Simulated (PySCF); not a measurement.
# Dipole moment and polarisability of (KBr)2 ring

Species: (KBr)2 ring, K₂Br₂.
Geometry (PBE0-D3(BJ)/def2-SVP, Å), atoms numbered from 1 in this order:
```
atom  x, y, z in Å
K1     0.693    0.982   -1.585
Br2   -1.507    1.715    0.396
K3    -0.694   -0.983    1.584
Br4    1.507   -1.714   -0.395
```

Level: PBE0/def2-SVPD (PySCF), static field, nuclei fixed, core orbitals frozen in the response. The polarisability tensor in these axes (au):

```
x   82.57 -6.61 -4.77
y   -6.61 85.95 -1.80
z   -4.77 -1.80 80.93
```

**Question.** Diagonalise the tensor; give its mean and Δα, where Δα² is half the sum of the squared differences of the eigenvalues.

**Answer.** Principal values 73.96, 84.14 and 91.35 au; mean 83.15 au = 12.32 Å³ = 13.71 × 10⁻⁴⁰ C²·m²/J; Δα = 15.13 au (18 % of the mean).

**Question.** What is the dipole moment?

**Answer.** 0.01 D; point group D2h allows none, and the residue is numerical.

**Question.** Rayleigh depolarisation ratio (linearly polarised light, static tensor)?

**Answer.** ρ = 3Δα²/(45ᾱ² + 4Δα²) = 686.8/(311135 + 915.7) = 0.0022.

**Question.** Estimate the molar refractivity from the static electronic polarisability.

**Answer.** Lorentz–Lorenz: R = (4π/3)N_A α = 2.5225 cm³/(mol·Å³) × 12.32 Å³ = 31.1 cm³/mol, in the limit of long wavelengths.

**Question.** Along which axes do the principal values lie, and how far do the nuclei extend along each?

**Answer.** Largest value along (-0.65, 0.74, 0.17), where the nuclei span 4.63 Å; middle along (-0.35, -0.49, 0.80), 3.98 Å; least along (0.67, 0.46, 0.58), 0.00 Å. The response follows the extents in order.

Geometry: PBE0-D3(BJ)/def2-SVP; no solvent, vibrations or thermal averaging. The calculation is non-relativistic, for bromine too.

These values come from a run that also computed excited states and ΔSCF ions. Time: 39 s wall. Hardware: one thread of an x86-64 server, no GPU (shared host).
